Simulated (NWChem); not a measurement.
All runs are NWChem calculations. System: H3Ga, charge 0, spin multiplicity 1, at a geometry optimised with PBE/def2-SVP. The structure started from a generated list of species. Level: CCSD linear response/def2-SVPD, 9 core orbitals frozen.

Input file:

```
start mol
memory heap 100 mb stack 700 mb global 1900 mb
geometry units angstroms nocenter noautoz
  Ga     0.000000     0.000000     0.000001
  H      0.000000     0.000000     1.580659
  H      1.368877     0.000000    -0.790348
  H     -1.368877     0.000000    -0.790348
  symmetry group C2v
end
basis spherical
  * library def2-svpd
end
scf
  rhf
  nopen 0
  maxiter 100
  thresh 1e-7
  semidirect memsize 60000000 filesize 0
end
tce
  freeze core 9
  ccsd
  thresh 1e-6
  tilesize 24
end
set tce:lineresp T
set tce:afreq 0.0
set tce:respaxis T T T
task tce energy
```

NWChem printed:

```
             Northwest Computational Chemistry Package (NWChem) 7.3.0
             --------------------------------------------------------

                                NWChem Input Module
                                -------------------

 Scaling coordinates for geometry "geometry" by  1.889725989
 (inverse scale =  0.529177249)

 Turning off AUTOSYM since
 SYMMETRY directive was detected!

                             Geometry "geometry" -> ""
                             -------------------------

 Output coordinates in angstroms (scale by  1.889725989 to convert to a.u.)

  No.       Tag          Charge          X              Y              Z
 ---- ---------------- ---------- -------------- -------------- --------------
    1 Ga                  31.0000     0.00000000     0.00000000     0.00000100
    2 H                    1.0000     0.00000000     0.00000000     1.58065900
    3 H                    1.0000     1.36887700     0.00000000    -0.79034800
    4 H                    1.0000    -1.36887700     0.00000000    -0.79034800

 Effective nuclear repulsion energy (a.u.)      31.7146861136

            Nuclear Dipole moment (a.u.)
            ----------------------------
        X                 Y               Z
 ---------------- ---------------- ----------------
     0.0000000000     0.0000000000    -0.0000113384

      Symmetry information
      --------------------

 Group name             C2v
 Group number             16
 Group order               4
 No. of unique centers     3

      Symmetry unique atoms

     1    2    3


 Summary of "ao basis" -> "" (spherical)
 ------------------------------------------------------------------------------
       Tag                 Description            Shells   Functions and Types
 ---------------- ------------------------------  ------  ---------------------
 *                         def2-svpd                  on all atoms

 Summary of "ao basis" -> "ao basis" (spherical)
 ------------------------------------------------------------------------------
       Tag                 Description            Shells   Functions and Types
 ---------------- ------------------------------  ------  ---------------------
 Ga                        def2-svpd                14       38   6s4p4d
 H                         def2-svpd                 4        8   2s2p

                                 NWChem SCF Module
                                 -----------------

  ao basis        = "ao basis"
  functions       =    62
  atoms           =     4
  closed shells   =    17
  open shells     =     0
  charge          =   0.00
  wavefunction    = RHF
  use symmetry    = T
  symmetry adapt  = T

 Summary of "ao basis" -> "ao basis" (spherical)
 ------------------------------------------------------------------------------
       Tag                 Description            Shells   Functions and Types
 ---------------- ------------------------------  ------  ---------------------
 Ga                        def2-svpd                14       38   6s4p4d
 H                         def2-svpd                 4        8   2s2p

      Symmetry analysis of basis
      --------------------------

        a1         28
        a2          6
        b1         16
        b2         12

 Forming initial guess at       0.1s

      Superposition of Atomic Density Guess
      -------------------------------------

 Sum of atomic energies:       -1924.47384734

      Non-variational initial energy
      ------------------------------

 Total energy =   -1924.560779
 1-e energy   =   -2748.849725
 2-e energy   =     792.574260
 HOMO         =      -0.351539
 LUMO         =      -0.020613

      Symmetry analysis of molecular orbitals - initial
      -------------------------------------------------

  Numbering of irreducible representations:

     1 a1          2 a2          3 b1          4 b2

  Orbital symmetries:

     1 a1          2 a1          3 a1          4 b1          5 b2
     6 a1          7 a1          8 b1          9 b2         10 b1
    11 a1         12 a1         13 b2         14 a2         15 a1
    16 a1         17 b1         18 b2         19 a1         20 a1
    21 b1         22 a1         23 b2         24 a2         25 a1
    26 b1         27 a1

 Starting SCF solution at       0.8s

 ----------------------------------------------
         Quadratically convergent ROHF

 Convergence threshold     :          1.000E-07
 Maximum no. of iterations :          100
 Final Fock-matrix accuracy:          1.000E-09
 ----------------------------------------------

              iter       energy          gnorm     gmax       time
             ----- ------------------- --------- --------- --------
                 1    -1924.7018580029  3.36D-01  1.08D-01      0.8
                 2    -1924.7138238573  1.47D-01  4.80D-02      0.9
                 3    -1924.7150774764  2.32D-03  9.33D-04      0.9
                 4    -1924.7150780532  1.69D-06  5.09D-07      1.0
                 5    -1924.7150780532  1.53D-09  5.33D-10      1.0

       Final RHF  results
       ------------------

         Total SCF energy =  -1924.715078053212
      One-electron energy =  -2749.317515688760
      Two-electron energy =    792.887751521965
 Nuclear repulsion energy =     31.714686113582

        Time for solution =      0.2s

       Symmetry analysis of molecular orbitals - final
       -----------------------------------------------

  Numbering of irreducible representations:

     1 a1          2 a2          3 b1          4 b2

  Orbital symmetries:

     1 a1          2 a1          3 b2          4 b1          5 a1
[...]
     2   1 0 1     -0.000000      0.000000      0.000000
     2   0 2 0    -11.763299      0.000000      0.000000
     2   0 1 1      0.000000      0.000000      0.000000
     2   0 0 2    -16.435264      0.000000     13.383573

                   NWChem Extensible Many-Electron Theory Module
                   ---------------------------------------------


            General Information
            -------------------
      Number of processors :     1
         Wavefunction type : Restricted Hartree-Fock
          No. of electrons :    34
           Alpha electrons :    17
            Beta electrons :    17
           No. of orbitals :   124
            Alpha orbitals :    62
             Beta orbitals :    62
        Alpha frozen cores :     9
         Beta frozen cores :     9
     Alpha frozen virtuals :     0
      Beta frozen virtuals :     0
         Spin multiplicity : singlet
    Number of AO functions :    62
       Number of AO shells :    26
        Use of symmetry is : on
      Symmetry adaption is : on
         Schwarz screening : 0.10D-09

          Correlation Information
          -----------------------
          Calculation type : Coupled-cluster singles & doubles
   Perturbative correction : none
            Max iterations :      100
        Residual threshold : 0.10D-05
     T(0) DIIS level shift : 0.00D+00
     L(0) DIIS level shift : 0.00D+00
     T(1) DIIS level shift : 0.00D+00
     L(1) DIIS level shift : 0.00D+00
     T(R) DIIS level shift : 0.00D+00
     T(I) DIIS level shift : 0.00D+00
   CC-T/L Amplitude update :  5-th order DIIS
    CC-LR Amplitude update :  5-th order DIIS
                I/O scheme : Global Array Library
        L-threshold :  0.10D-05
        EOM-threshold :  0.10D-05
 no EOMCCSD initial starts read in
 TCE RESTART OPTIONS
 SLICE:      F
 D4D5:       F
 quantumc:   F
 qrotation:  F
 pwtce:      F
 qducc:      F
 nacto:                         0
 nrotv:                         0
 nrot:                          0

            Memory Information
            ------------------
          Available GA space size is     249032956 doubles
          Available MA space size is     104854220 doubles

 Maximum block size supplied by input
 Maximum block size        24 doubles

 tile_dim =     19

 -------------------------------------------------

 Global array virtual files algorithm will be used

 Parallel file system coherency ......... OK

 SCF dipole moments / hartree & Debye
 ------------------------------------
   X         0.0000000      0.0000000
   Y        -0.0000000     -0.0000000
   Z        -0.0000485     -0.0001232
 Total       0.0000485      0.0001232
 ------------------------------------


 X   axis ( b1  symmetry)

 Y   axis ( b2  symmetry)

 Z   axis ( a1  symmetry)


 half-transformed integrals in memory

 2-e (intermediate) file size =        24028844
 2-e (intermediate) file name = ./mol.v2i

 2-e integrals stored in memory



CCSD iterations
 ---------------------------------------------------------
 Iter          Residuum       Correlation     Cpu    Wall
 ---------------------------------------------------------
    1   0.1511485800173  -0.2308223961054     0.4     0.4
    2   0.0361901668487  -0.2319063435464     0.4     0.4
    3   0.0123515283825  -0.2393403719860     0.4     0.4
    4   0.0050005350949  -0.2399110903401     0.4     0.4
    5   0.0020731189731  -0.2406896185063     0.4     0.4
    6   0.0006698480704  -0.2408910896864     0.4     0.4
    7   0.0003032722753  -0.2409189774769     0.4     0.4
    8   0.0001506078718  -0.2409216996199     0.4     0.4
    9   0.0000822916521  -0.2409245775639     0.4     0.4
   10   0.0000436784579  -0.2409269917425     0.4     0.4
   11   0.0000059910704  -0.2409292825727     0.4     0.4
   12   0.0000021196223  -0.2409293334584     0.4     0.4
   13   0.0000010021321  -0.2409295126169     0.4     0.4
   14   0.0000004954811  -0.2409295140967     0.4     0.4
 -----------------------------------------------------------------
 Iterations converged
 CCSD correlation energy / hartree =        -0.240929514096720
 CCSD total energy / hartree       =     -1924.956007567308916

 Singles contributions

 Doubles contributions

 CCSD Lambda iterations
 ---------------------------------------------
 Iter          Residuum            Cpu    Wall
 ---------------------------------------------
    1          1.0207796112913     1.7     1.7
    2          0.0278008052960     1.7     1.7
    3          0.0036642080082     1.7     1.7
    4          0.0003545807268     1.7     1.7
    5          0.0000752141720     1.6     1.6
    6          0.0000071501473     1.7     1.7
    7          0.0000012862421     1.7     1.7
    8          0.0000003446430     1.7     1.7
 ---------------------------------------------
 Iterations converged
1-PDM CCSD : h-h block

 1PDM h-h block largest contributions

1-PDM CCSD : p-p block

 1PDM p-p block largest contributions

1-PDM CCSD : h-p block

 1PDM h-p block largest contributions

1-PDM CCSD : p-h block

 1PDM p-h block largest contributions

1-PDM CCSD : all done

Lambda-CCSD leading excitations:

 Singles contributions

 Doubles contributions

 CCSD dipole moments / hartree & Debye
 ------------------------------------
   X         0.0000000      0.0000000
   Y        -0.0000000     -0.0000000
   Z        -0.0000457     -0.0001161
 Total       0.0000457      0.0001161
 ------------------------------------

 X   axis ( b1  symmetry)

 Frequency =       0.0000000 / au

 CCSD-LR iterations
 ---------------------------------------------
 Iter          Residuum            Cpu    Wall
 ---------------------------------------------
    1          0.9589914366192     1.3     1.3
    2          1.1825905260648     1.3     1.3
    3          0.5569022959676     1.3     1.3
    4          0.2997420428392     1.3     1.3
    5          0.1518149394793     1.3     1.3
    6          0.0271135459456     1.3     1.3
    7          0.0109091872721     1.3     1.3
    8          0.0052522967914     1.3     1.3
    9          0.0028156362249     1.3     1.3
   10          0.0014934745801     1.3     1.3
   11          0.0002748972838     1.3     1.3
   12          0.0001255804143     1.3     1.3
   13          0.0000653248903     1.3     1.3
   14          0.0000358097996     1.3     1.3
   15          0.0000201604892     1.3     1.3
   16          0.0000044191058     1.3     1.3
   17          0.0000017506102     1.3     1.3
   18          0.0000008303172     1.4     1.4
 ---------------------------------------------
 Iterations converged

 Y   axis ( b2  symmetry)

 Frequency =       0.0000000 / au

 CCSD-LR iterations
 ---------------------------------------------
 Iter          Residuum            Cpu    Wall
 ---------------------------------------------
    1          0.8884929610634     1.3     1.3
    2          0.8887723925439     1.3     1.3
    3          0.4140488711280     1.3     1.3
    4          0.2093028286355     1.3     1.3
    5          0.1012225882216     1.3     1.3
    6          0.0191727701629     1.3     1.3
    7          0.0075168601618     1.5     1.5
    8          0.0035416959797     1.5     1.5
    9          0.0018324418856     1.5     1.5
   10          0.0009695245952     1.5     1.5
   11          0.0001438371127     1.5     1.5
   12          0.0000537608234     1.5     1.5
   13          0.0000243151216     1.3     1.3
   14          0.0000114305147     1.3     1.3
   15          0.0000058321658     1.4     1.4
   16          0.0000016559017     1.4     1.4
   17          0.0000006920755     1.5     1.5
 ---------------------------------------------
 Iterations converged

 Z   axis ( a1  symmetry)

 Frequency =       0.0000000 / au

 CCSD-LR iterations
 ---------------------------------------------
 Iter          Residuum            Cpu    Wall
 ---------------------------------------------
    1          0.9589937982425     1.6     1.6
    2          1.1826009896133     1.6     1.6
    3          0.5569070385663     1.5     1.5
    4          0.2997446554654     1.6     1.6
    5          0.1518163612959     1.5     1.5
    6          0.0271171349630     1.5     1.5
    7          0.0109279834880     1.6     1.6
    8          0.0052548989955     1.4     1.4
    9          0.0028157930049     1.3     1.3
   10          0.0014927664227     1.3     1.3
   11          0.0002745216677     1.3     1.3
   12          0.0001259293053     1.3     1.3
   13          0.0000655290896     1.4     1.4
   14          0.0000359401665     1.3     1.3
   15          0.0000202389351     1.3     1.3
   16          0.0000044110337     1.3     1.3
   17          0.0000017406870     1.3     1.3
   18          0.0000008252285     1.4     1.4
 ---------------------------------------------
 Iterations converged

 CCSD-LR dipole moments / hartree & Debye
 --------------------------------
 X       0.0000000      0.0000000
 Y      -0.0000000     -0.0000000
 Z      -0.0000457     -0.0001161
 --------------------------------

 CCSD Linear Response polarizability / au
 Frequency  =       0.0000000 / au
 Wavelength =        Infinity / nm
 -------------------------------------------------------|-----------------------------------------------
                     atomic units (bohr^3)              |                   angstroms^3
                  X              Y              Z       |             X              Y              Z
 -------------------------------------------------------|-----------------------------------------------
 X           35.6541600     -0.0000000     -0.0000000   |      5.2834026     -0.0000000     -0.0000000
 Y           -0.0000000     26.4146015     -0.0000000   |     -0.0000000      3.9142410     -0.0000000
 Z           -0.0000000     -0.0000000     35.6544625   |     -0.0000000     -0.0000000      5.2834474
 -------------------------------------------------------|-----------------------------------------------
 Eigs =      35.6541600     26.4146015     35.6544625   |      5.2834026      3.9142410      5.2834474
 Isotropic   =              32.5744080                  |                     4.8270303
 Anisotropic =               9.2397097                  |                     1.3691840
 -------------------------------------------------------|-----------------------------------------------

 Task  times  cpu:      132.5s     wall:      132.5s

 Total times  cpu:      132.5s     wall:      132.5s
```
